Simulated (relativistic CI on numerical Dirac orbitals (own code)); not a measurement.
# d3 in a ligand field

Computed with a parametric ligand-field model of a d^n configuration (Racah B and C, spin-orbit zeta, crystal field), exact diagonalisation.

Field parameters in Wybourne normalisation: Oh B⁴₀ = 21Dq, B⁴₄ = √(5/14) B⁴₀; Td as Oh with Dq negative (B⁴₀ = 21Dq, B⁴₄ = √(5/14) B⁴₀). The field is a parameter set, without covalency.

(1) Ground term and bands for B = 900, C = 3750, ζ = 0 cm⁻¹, Oh, 10Dq = 21550 cm⁻¹?

(2) Ground term and bands for B = 750, C = 3420, ζ = 0 cm⁻¹, Td, 10Dq = -6700 cm⁻¹?

(3) A d3 ion in Oh symmetry has the ground term 4A2 and bands at 2E 19650 cm⁻¹ (509 nm), 2T1 20267 cm⁻¹ (493 nm), 2T2 30783 cm⁻¹ (325 nm), 4T2 36400 cm⁻¹ (275 nm), 4T1 45722 cm⁻¹ (219 nm), 4T1 76228 cm⁻¹ (131 nm). Which parameters reproduce them?

(4) Ground term and bands for B = 440, C = 1590, ζ = 0 cm⁻¹, Oh, 10Dq = 3300 cm⁻¹?

(5) A d3 ion in Oh symmetry has the ground term 4A2 and bands at 2E 7204 cm⁻¹ (1388 nm), 2T1 7477 cm⁻¹ (1337 nm), 4T2 8100 cm⁻¹ (1235 nm), 2T2 10783 cm⁻¹ (927 nm), 4T1 11310 cm⁻¹ (884 nm), 4T1 17790 cm⁻¹ (562 nm). Which parameters reproduce them?

Answers

(1) Ground term 4A2 with 0.00 electrons in the two orbitals of the cubic e set. Spin-allowed: 4T2 21550 cm⁻¹ (464 nm), 4T1 30450 cm⁻¹ (328 nm), 4T1 47700 cm⁻¹ (210 nm). Lowest spin-forbidden: 2E 17849 cm⁻¹ (560 nm), 2T1 18667 cm⁻¹ (536 nm), 2T2 26903 cm⁻¹ (372 nm). With an A2 ground term the first spin-allowed band lies at |10Dq| itself.

(2) Ground term 4T1 with 1.92 electrons in the two orbitals of the cubic e set. Spin-allowed: 4T2 5817 cm⁻¹ (1719 nm), 4A2 12517 cm⁻¹ (799 nm), 4T1 16183 cm⁻¹ (618 nm). Lowest spin-forbidden: 2E 9064 cm⁻¹ (1103 nm), 2T1 14243 cm⁻¹ (702 nm), 2T2 14535 cm⁻¹ (688 nm).

(3) B = 850, C = 4340, ζ = 0 cm⁻¹, Oh, 10Dq = 36400 cm⁻¹.

(4) Ground term 4A2 with 0.00 electrons in the two orbitals of the cubic e set. Spin-allowed: 4T2 3300 cm⁻¹ (3030 nm), 4T1 5589 cm⁻¹ (1789 nm), 4T1 10911 cm⁻¹ (917 nm). Lowest spin-forbidden: 2E 7593 cm⁻¹ (1317 nm), 2T1 7987 cm⁻¹ (1252 nm), 2A1 9830 cm⁻¹ (1017 nm). With an A2 ground term the first spin-allowed band lies at |10Dq| itself.

(5) B = 320, C = 1610, ζ = 0 cm⁻¹, Oh, 10Dq = 8100 cm⁻¹.
